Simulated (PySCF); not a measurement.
HSZn, neutral, multiplicity 2. Atoms are numbered in the order given.

```xyz
3

Zn     0.0014     0.8134     0.0000
S     -0.0815    -1.4310     0.0000
H      1.2616    -1.5068     0.0000
```
Charge 0, spin multiplicity 2.

The structure is a stationary point at PBE0-D3(BJ)/def2-TZVP. The spin state was assumed, not searched. The isomer is the one that the SMILES or the coordinates give; other isomers of the formula were not compared.

Computed with PBE0/def2-TZVPD (PySCF).

Mulliken values depend strongly on the basis, most of all with diffuse functions as here. Atomic charges (e):

| atom | Mulliken | meta-Löwdin | Mulliken spin |
|---|---|---|---|
| Zn1 | 0.20 | ___ | 0.75 |
| S2 | -0.42 | ___ | 0.26 |
| H3 | 0.22 | ___ | -0.01 |

Question: What belongs in the gaps? (The exact figures need the calculation; the answer reports its results.)

Answer: 
- Zn1, meta-Löwdin: 0.61
- S2, meta-Löwdin: -0.71
- H3, meta-Löwdin: 0.10
